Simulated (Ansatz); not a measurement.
Coupled-cluster run, CH$_{4}$ClNOSi, SMILES `NC(=O)[SiH2]Cl`.

```yaml
crystal:
  periodic: [false, false, false]
  atoms:
    - {symbol: N, position_ang: [1.394990, 0.687629, -0.195556]}
    - {symbol: C, position_ang: [0.694033, -0.405313, 0.159294]}
    - {symbol: O, position_ang: [1.194569, -1.449600, 0.537490]}
    - {symbol: Si, position_ang: [-1.212852, -0.400519, 0.094465]}
    - {symbol: Cl, position_ang: [-1.932465, 1.423072, -0.563581]}
    - {symbol: H, position_ang: [2.402233, 0.666858, -0.154797]}
    - {symbol: H, position_ang: [0.928429, 1.523706, -0.500827]}
    - {symbol: H, position_ang: [-1.652007, -1.447535, -0.851063]}
    - {symbol: H, position_ang: [-1.728430, -0.644596, 1.457476]}
basis:
  gaussian: {orbitals: def2-TZVPP}
correlation: {method: ccsd_t}
```

```sh
$ ansatz run in.yaml --threads 4 --pin off --events-out ev --progress --plain --max-ram 10444MiB
```

The program prints (abridged):

```
Functional definition: HF
1398 factors; integrals over basis functions are off by at most 1.3e-3 eV
mean field evaluation 1: about -24978.4934 eV, gradient 4.2e1 eV
mean field evaluation 2: about -24978.7832 eV, gradient 4.3e1 eV
mean field evaluation 4: about -24982.7226 eV, gradient 5.2e0 eV
mean field evaluation 8: about -24982.8197 eV, gradient 5.4e-1 eV
mean field evaluation 16: about -24982.8218 eV, gradient 6.9e-6 eV
mean field -24982.82182241 eV, -918.1017680087 hartree, gradient 6.9e-6 eV, S^2 0.000000; 0 other end points of the search recorded, 0 dependent functions left out
13 core orbitals not correlated: weight in the atoms' cores, before any rotation towards them, 1.000 or more for the frozen orbitals, at most 0.000 for the correlated occupied ones
reference -24982.82182241 eV, -918.1017680087 hartree; 15, 15 occupied and 205, 205 virtual orbitals, 1398 factors
second order -24.59847596 eV of doubles, -0.00000000 eV of singles
cycle   1  -24.81810750 eV  change   -2.2e-1 eV  update   1.2e-1
cycle   2  -25.43712583 eV  change   -6.2e-1 eV  update   4.1e-2
cycle   3  -25.61544905 eV  change   -1.8e-1 eV  update   2.2e-2
cycle   4  -25.60359318 eV  change    1.2e-2 eV  update   6.3e-3
cycle   5  -25.59683512 eV  change    6.8e-3 eV  update   3.0e-3
cycle   6  -25.59827036 eV  change   -1.4e-3 eV  update   9.7e-4
cycle   7  -25.59798722 eV  change    2.8e-4 eV  update   3.4e-4
cycle   8  -25.59782207 eV  change    1.7e-4 eV  update   1.2e-4
cycle   9  -25.59786535 eV  change   -4.3e-5 eV  update   5.6e-5
cycle  10  -25.59787052 eV  change   -5.2e-6 eV  update   2.0e-5
perturbative correction -1.11443798 eV, -0.0409548403 hartree
Total energy: -25009.53413091 eV, -919.0834272397 hartree
```

Run time 2.1 min (4 threads of an Arm Neoverse V1 on a shared host); peak host memory 4 GiB.

The correlation energy is -26.712 eV, 4.2 % of it from (T); the T1 diagnostic reads 0.0149.
